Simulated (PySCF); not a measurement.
## BeSi: from constants to spectrum

PBE0 constants of BeSi, ³Π (triplet), unpaired electrons σ ↑, π ↑, a second solution, started from another occupation (PySCF, no relativity, basis sets Be def2-TZVP, Si def2-TZVP; masses 9.0122 and 27.9769 u):

```
ωe              : 490.8 cm⁻¹
ωexe            : 4.83 cm⁻¹
Be              : 0.47606 cm⁻¹
αe              : 0.00581 cm⁻¹
D (centrifugal) : 1.79e-06 cm⁻¹
```

Problem. Give the vibrational terms G(v) and spacings up to v = 6.

Solution. G(v) = ωe(v+½) − ωexe(v+½)².

```json
{"v": "0", "G(v) (cm⁻¹)": "244", "G(v) − G(v−1)": "", "Bv (cm⁻¹)": "0.4732"}
{"v": "1", "G(v) (cm⁻¹)": "725", "G(v) − G(v−1)": "481", "Bv (cm⁻¹)": "0.4673"}
{"v": "2", "G(v) (cm⁻¹)": "1197", "G(v) − G(v−1)": "471", "Bv (cm⁻¹)": "0.4615"}
{"v": "3", "G(v) (cm⁻¹)": "1659", "G(v) − G(v−1)": "462", "Bv (cm⁻¹)": "0.4557"}
{"v": "4", "G(v) (cm⁻¹)": "2111", "G(v) − G(v−1)": "452", "Bv (cm⁻¹)": "0.4499"}
{"v": "5", "G(v) (cm⁻¹)": "2553", "G(v) − G(v−1)": "442", "Bv (cm⁻¹)": "0.4441"}
{"v": "6", "G(v) (cm⁻¹)": "2986", "G(v) − G(v−1)": "433", "Bv (cm⁻¹)": "0.4383"}
```
